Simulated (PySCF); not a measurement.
Input of a run (PBE0-D3(BJ)/def2-SVP geometry optimisation, gas phase (PySCF 2.14.0)), started from GFN2-xTB:
```
{"job": {"xc": "PBE0", "basis": "def2-SVP", "d3": "d3bj", "grid": 1, "shake": 0.01, "kind": "geom"}, "charge": 0, "multiplicity": 1}
N      2.535080    -0.616290     0.261700
C      1.447920    -0.184920     0.122040
Si    -0.303470     0.493290    -0.085470
O     -1.283990    -0.705760    -0.401630
H     -0.345200     1.301180    -1.289700
H     -0.584240     1.161810     1.191000
H     -1.432160    -1.478400     0.152140
```

Output (energies in Eh, forces in Eh/bohr):
```
step   0  E = -458.86198362  max force = 0.043251
step   1  E = -458.86664581  max force = 0.005018
step   2  E = -458.86705468  max force = 0.003807
step   3  E = -458.86741941  max force = 0.003339
step   4  E = -458.86753890  max force = 0.002020
step   5  E = -458.86759205  max force = 0.000989
step   6  E = -458.86760337  max force = 0.000718
step   7  E = -458.86760741  max force = 0.000460
step   8  E = -458.86760826  max force = 0.000123
optimisation converged
```

Task: Summarise the run.

Result: The energy falls by 14.8 kJ/mol over 9 energy and gradient evaluations, the largest force component goes from 0.0433 to 1.2e-04 Eh/bohr, and the atoms move by 0.057 Å rms after alignment. The bond that changes most is Si3–O4 (oxygen-bound silicon to silanol oxygen), which lengthens by 0.070 Å. Bonds longer at the end by more than 0.005 Å: 3 of 6; shorter: 2. Among the angles that change most is Si3–O4–H7, from 126.1° to 118.6°. The energy never rose by more than 1e-6 Eh on the way. The first step brought 83 % of the lowering.

Task: What are the final bond lengths?

Result: N1≡C2 1.160 Å, C2–Si3 1.867 Å, Si3–O4 1.651 Å, Si3–H5 1.479 Å, Si3–H6 1.488 Å, O4–H7 0.962 Å. Numbering counts from 1 in the input's order; the species is `N#C[SiH2]O`.

The run used 75 basis functions and 61 SCF cycles in all. Time: 25 s; peak memory 0.32 GiB. Hardware: an Arm Neoverse N1 with one thread, on a shared host.

No PBE0-D3(BJ)/def2-SVP frequencies stand behind this structure, so it isn't proved a minimum. One conformer, not necessarily the lowest.

Shape of the structure used: `[N:1]#[C:2][SiH2:3][OH:4]`: H–O4–Si3–C2 61°.
